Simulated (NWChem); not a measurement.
Species: C2H3FO2Si; SMILES O=C1C[Si@@H](F)O1

```xyz
9

O      0.2004     2.4143    -0.3322
C      0.0345     1.2654    -0.0893
C     -1.2449     0.4156     0.0012
Si    -0.0404    -0.9379     0.4321
F      0.1770    -2.0876    -0.6766
O      1.0357     0.3693     0.2093
H     -1.7684     0.3460    -0.9638
H     -1.9453     0.7956     0.7587
H      0.0598    -1.5769     1.7577
```
Atoms are numbered in this order, from 1.

Program: NWChem. All runs use the structure optimised with PBE0/def2-SVP. B3LYP is NWChem's, with the RPA form of VWN correlation.

Task: What does the run give for B3LYP/def2-TZVP? Quantities: highest occupied level (eV); orbital gap (eV); dipole (D).

Result: 
* **highest occupied level (eV)**: -8.05
* **orbital gap (eV)**: 7.47
* **dipole (D)**: 3.78
